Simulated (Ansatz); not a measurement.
`CC[N](C)[InH2]` + CH₃OH → `C[O][InH2]` + ethylmethylamine  (ligand exchange at the In–N bond)

Program: Ansatz. Geometries: PBE0-D4/def2-TZVP. ΔE: electronic, gas phase. CCSD(T)/CBS adds triple-zeta CCSD(T) − MP2 to the extrapolated MP2 energy (def2 sets, frozen cores). This one scheme is used for every species. DFT in def2-TZVPP. def2 core potentials past Kr. For In outer-core shells are correlated without core-valence functions, which leaves a few kJ/mol of doubt a bond. Each species was taken in one conformer, which may not be the lowest.

`CC[N](C)[InH2]`:

Cartesian coordinates in Å:
```
C 0.112 0.248 -1.923
C 0.619 -0.487 -0.704
N -0.008 -0.092 0.531
C 0.517 -0.830 1.652
In -1.449 1.303 0.808
H 0.281 1.325 -1.839
H -0.959 0.086 -2.070
H 0.630 -0.103 -2.818
H 1.710 -0.342 -0.626
H 0.480 -1.572 -0.857
H 0.036 -0.524 2.584
H 1.601 -0.676 1.770
H 0.361 -1.914 1.535
H -2.074 2.181 -0.516
H -1.857 1.397 2.473
```

CH₃OH:

```xyz
6

C     0.211    0.101   -0.268
O    -0.460    0.211    0.965
H     0.774    1.024   -0.410
H    -0.480   -0.009   -1.113
H     0.921   -0.736   -0.285
H    -0.965   -0.591    1.110
```

`C[O][InH2]`:

Z-matrix (Å, degrees):
```
C
O 1 1.398
H 1 1.101 2 113.8
H 1 1.098 2 110.4 3 120.7
H 1 1.098 2 110.4 3 -120.7
In 2 1.987 1 123.8 3 0.4
H 6 1.713 2 112.1 1 -0.0
H 6 1.703 2 111.6 1 180.0
```

`CCNC`:

Z-matrix (Å, degrees):
```
C
C 1 1.514
H 1 1.092 2 110.6
H 1 1.092 2 111.0 3 120.6
H 1 1.094 2 111.0 3 -119.8
N 2 1.447 1 111.2 3 57.6
H 2 1.096 1 109.7 3 -61.5
H 2 1.106 1 109.7 3 -177.6
C 6 1.445 2 113.2 1 177.3
H 6 1.013 2 109.3 1 54.5
H 9 1.104 6 114.0 2 -54.9
H 9 1.094 6 109.5 2 65.4
H 9 1.092 6 109.9 2 -176.7
```

```json
{"level": "BLYP-D4", "ΔE (kJ/mol)": "-21.4"}
{"level": "B97M-V", "ΔE (kJ/mol)": "-23.8"}
{"level": "PBE0-D4", "ΔE (kJ/mol)": "-17.4"}
{"level": "ωB97X-V", "ΔE (kJ/mol)": "-22.7"}
{"level": "revPBE", "ΔE (kJ/mol)": "-29.2"}
{"level": "BLYP", "ΔE (kJ/mol)": "-32.9"}
{"level": "r2SCAN", "ΔE (kJ/mol)": "-23.1"}
{"level": "SCS-MP2/def2-TZVPP", "ΔE (kJ/mol)": "-15.5"}
```

(1) What does CCSD(T)/CBS give? (An estimate is asked.)

Largest T1 diagnostic among the species: 0.017.

Results:

(1) The calculation gave: -12.3 kJ/mol. The listed levels differ from it by -9.1, -11.5, -5.1, -10.4, -16.9, -20.6, -10.8, -3.2 kJ/mol.

At CCSD(T), def2-SVP lies −4.8 kJ/mol from the extrapolated value and def2-TZVPP −0.7 kJ/mol. Leaving LDA and LC-ωPBE aside and taking each functional with its dispersion term where it has one, the values, not all of them listed here, spread over 7.0 kJ/mol, from B97M-V to PBE-QIDH. LDA lies +14.6 kJ/mol from PBE without D4.
